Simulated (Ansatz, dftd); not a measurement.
Species: BHI, charge 0, doublet. BHI (SMILES I[BH], doublet).
B3LYP-D3(BJ)/def2-TZVP minimum from Ansatz (a program for electronic structure):
```xyz
3

B     -1.0537     0.9595    -1.2016
H     -2.0146     0.5147    -1.7397
I      0.1374    -0.1002     0.1462
```
Charge 0, spin multiplicity 2.

Property: atomisation energy (electronic, to ground-state atoms), in kcal/mol. UHF or UKS for unpaired electrons; spin-orbit terms are left out. Cores are frozen in correlated methods (noble-gas shells, and filled d and f shells in the p block). Past Kr the def2 sets carry scalar-relativistic core potentials. CBS(X,Y): correlation extrapolated as X^-3, Hartree-Fock from the larger set. A bracket is a step between two methods taken in the basis named. For partners of very few electrons the exact lower level stands in for a higher one. Spin-orbit terms, left out, reach several kcal/mol for Br and I, and more for heavier atoms.

```
level                                                                                                       program  atomisation energy (kcal/mol)  difference against the last row
---------------------------------------------------------------------------------------------------  --------------  -----------------------------  -------------------------------
PBE-D4/def2-TZVPD                                                                                    Ansatz + dftd4                          166.3                             10.2
r2SCAN-D3(BJ)/def2-TZVPD                                                                             Ansatz + dftd3                          165.9                              9.8
r2SCAN/def2-TZVPD                                                                                            Ansatz                          165.6                              9.5
B3LYP-D3(BJ)/def2-TZVPD                                                                              Ansatz + dftd3                          160.1                              4.0
CAM-B3LYP/def2-TZVPD                                                                                         Ansatz                          157.2                              1.1
B2GP-PLYP/def2-TZVPD                                                                                         Ansatz                          156.3                              0.2
CCSD(T)/CBS(def2-TZVPP,def2-QZVPP)                                                                           Ansatz                          155.8                             -0.3
CCSDT(Q)/def2-SVP                                                                                            Ansatz                          148.1                             -8.0
CCSDTQ/def2-SVP                                                                                              Ansatz                          148.0                             -8.1
CCSD(T)/CBS(def2-TZVPP,def2-QZVPP) + [CCSDT(Q) - CCSD(T)]/def2-TZVPP + [CCSDTQ - CCSDT(Q)]/def2-SVP          Ansatz                          156.1                              0.0
```
